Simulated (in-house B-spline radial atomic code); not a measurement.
Configurations of the krypton ion Kr²⁺, with energies counted from [Ar] 3d10 4s2 4p4. Method: scalar-relativistic (X2C) BHandHLYP, spin-polarised, spherical fractional occupations, Fermi nucleus of rms radius 4.1884 fm. Calculated with an all-electron radial atomic-structure program (B-spline basis). Shells without spins written out take the highest spin.

Caution: exact exchange at fractional occupations of open shells leaves self-interaction of up to several eV.

Occupations are held fixed; configurations that lie above the ionisation limit could autoionise.

| configuration | E - E(ref) (eV) | highest orbital | its <r> (bohr) |
| --- | --- | --- | --- |
| [Ar] 3d10 4s2 4p3 5d1 | 25.127 | 5d up | 6.187 |
| [Ar] 3d10 4s1 4p4 4d1 | 34.218 | 4d up | 2.604 |
| [Ar] 3d10 4s2 4p(2 up, 1 down) 5f(0 up, 1 down) | 35.3 | 5f down | 10.09 |
| [Ar] 3d10 4s(0 up, 1 down) 4p(3 up, 1 down) 5f(0 up, 1 down) | 50.824 | 5f down | 10.05 |
| [Ar] 3d9 4s2 4p4 5s1 | 111.35 | 5s up | 3.527 |
| [Ar] 3d9 4s2 4p4 5f1 | 124.67 | 5f up | 9.927 |
| [Ne] 3s2 3p(3 up, 2 down) 3d10 4s2 4p(3 up, 1 down) 4d(0 up, 1 down) | 231.84 | 4d down | 2.719 |

(1) Order these further configurations by energy, lowest first.
A. [Ar] 3d10 4s2 4p3 5f1
B. [Ne] 3s2 3p5 3d10 4s2 4p4 5d1
C. [Ne] 3s2 3p5 3d10 4s2 4p4 5f1
D. [Ar] 3d10 4s1 4p4 5s1
E. [Ne] 3s2 3p5 3d10 4s2 4p4 5p1

(2) How far above the reference does [Ne] 3s2 3p5 3d10 4s2 4p4 4f1 lie?

(3) How far above the reference does [Ar] 3d10 4s(0 up, 1 down) 4p(1 up, 3 down) 5p(0 up, 1 down) lie?

Answers

(1) A (28.649 eV), D (33.469 eV), E (234.44 eV), B (239.4 eV), C (243.1 eV).

(2) 240.75 eV; its least bound orbital is 4f up with <r> = 5.799 bohr.

(3) 38.035 eV; its least bound orbital is 5p down with <r> = 4.322 bohr.
